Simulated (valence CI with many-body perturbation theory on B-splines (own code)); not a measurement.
Values are calculated unless marked as measured or tabulated.
**Ladder of approximations for Ta⁶⁷⁺**

Level of theory: valence CI with perturbative core correlation (CI+MBPT): four valence electrons over a frozen Dirac-Fock core [He], a basis of 11 s, 11 p, 9 d, 7 f, 5 g, 2 h, 1 i functions for each j, with the one-electron correlation potential Σ1 (screened to all orders), the two-electron term Σ2, the three-electron term Σ3, Breit, model QED; selected single and double excitations, second order for the rest (own B-spline code, finite nucleus).

The last digits are not significant, and no measured levels were compared; by estimate large intervals hold to a few tenths of a per cent, small ones and those within an open d or f shell to about a per cent. Among the levels kept, up to 270 cm⁻¹ of a level comes from second order outside the variational space, and about a tenth of that is noise between levels of different J, which matters for small intervals.

Each rung adds one term. CI alone is the Dirac-Coulomb CI over the frozen core; QED comes last and gives the full result, which names the levels. Energies are above (2s^2 2p1/2^2) J=0 on the same rung, in eV.

Levels are named by their leading jj configuration (3d3/2^4 stands for four electrons in 3d with j = 3/2), which in mixed levels can hold well under half, so a name can repeat and another be missing. Letters in brackets count levels of one name in rising energy.

```tsv
Level	CI alone	Σ1	Σ2	Σ3	Breit	QED	Full
(2s^2 2p1/2 2p3/2) J=1	1343	+0.2	-0.1	0.0	-19.9	+1.8	1325
(2s^2 2p1/2 2p3/2) J=2	1369	+0.2	0.0	0.0	-27.8	+1.8	1343
(2s 2p1/2^2 2p3/2) J=2	1644	-0.1	-0.3	-0.1	-7.7	-15.6	1620
(2s 2p1/2^2 2p3/2) J=1	1728	-0.1	-0.4	-0.2	-4.7	-15.6	1707
(2s^2 2p3/2^2) J=2	2730	+0.4	0.0	-0.1	-42.5	+3.3	2691
(2s^2 2p3/2^2) J=0	2783	+0.4	+0.1	-0.1	-33.9	+3.3	2753
(2s 2p1/2 2p3/2^2) J=2 [a]	2956	+0.1	-0.2	0.0	-25.0	-13.8	2917
(2s 2p1/2 2p3/2^2) J=3	3013	+0.1	-0.2	-0.1	-37.1	-13.8	2961
(2s 2p1/2 2p3/2^2) J=0	3055	+0.1	-0.1	-0.1	-18.6	-13.8	3023
(2s 2p1/2 2p3/2^2) J=1 [a]	3083	+0.1	-0.5	-0.2	-23.8	-13.9	3045
(2s 2p1/2 2p3/2^2) J=2 [b]	3100	+0.1	-0.4	-0.2	-31.4	-13.9	3054
(2s 2p1/2 2p3/2^2) J=1 [b]	3096	+0.1	-0.3	-0.2	-23.1	-13.9	3059
(2p1/2^2 2p3/2^2) J=2	3410	-0.3	-0.7	-0.2	-10.7	-30.9	3367
(2p1/2^2 2p3/2^2) J=0	3466	-0.3	-0.6	-0.2	-1.9	-30.9	3432
(2s 2p3/2^3) J=2	4400	+0.3	-0.2	-0.1	-44.2	-12.1	4344
(2s 2p3/2^3) J=1	4483	+0.3	-0.4	-0.2	-41.6	-12.1	4429
(2p1/2 2p3/2^3) J=1	4763	0.0	-0.6	-0.2	-25.0	-29.5	4708
(2p1/2 2p3/2^3) J=2	4789	0.0	-0.6	-0.2	-32.8	-29.5	4726
(2p3/2^4) J=0	6172	+0.2	-0.5	-0.2	-41.7	-27.8	6102
(2s^2 2p1/2 3s) J=0	10106	+0.5	0.0	-0.1	-32.1	+4.7	10079
(2s^2 2p1/2 3s) J=1	10111	+0.5	0.0	-0.1	-33.4	+4.7	10082
(2s^2 2p1/2 3p1/2) J=1	10195	+0.4	0.0	-0.1	-28.8	-0.3	10166
(2s^2 2p1/2 3p1/2) J=0	10239	+0.4	-0.1	-0.1	-26.1	-0.4	10213
(2s 2p1/2^2 3s) J=1	10376	+0.1	-0.2	-0.2	-14.7	-12.6	10348
(2s 2p1/2^2 3s) J=0	10412	+0.1	-0.1	-0.2	-13.1	-12.8	10386
(2s 2p1/2^2 3p1/2) J=1	10472	+0.1	-0.2	-0.2	-10.2	-17.7	10443
(2s 2p1/2^2 3p1/2) J=0	10470	+0.1	-0.2	-0.2	-7.6	-17.7	10444
(2s^2 2p1/2 3p3/2) J=2	10614	+0.5	-0.1	-0.1	-34.7	+0.2	10580
(2s^2 2p1/2 3p3/2) J=1	10613	+0.5	-0.1	-0.1	-32.5	+0.1	10581
(2s^2 2p1/2 3d3/2) J=2	10679	+0.5	0.0	-0.1	-35.0	-0.5	10644
(2s^2 2p1/2 3d3/2) J=1	10707	+0.5	0.0	-0.1	-36.0	-0.6	10670
```

The middle columns are the shifts that each term adds.

How does the ionisation energy move along the ladder, and which term matters most?

CI alone 17883, + Σ1 17884, + Σ2 17884, + Σ3 17884, + Breit 17846, + QED 17845 eV. The largest step is Breit, -38 eV. NIST lists 17840 ± 40 eV (theoretical).
